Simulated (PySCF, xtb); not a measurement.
CdClI, SMILES [I][Cd][Cl].

GFN2-xTB run with xtb at its own geometry gives an orbital gap of 3.51 eV and a dipole moment of 4.96 D.

Geometry optimised at PBE0-D3(BJ)/def2-TZVP. The def2 effective core potentials stand for the cores of Cd, I; spin–orbit coupling is left out.

**Question.** What does HF/def2-TZVPD run with PySCF give? (The exact figures need the calculation; the answer reports its results.)

**Answer.** gap 11.02 eV (levels -10.38 and 0.64 eV), dipole 0.79 D.
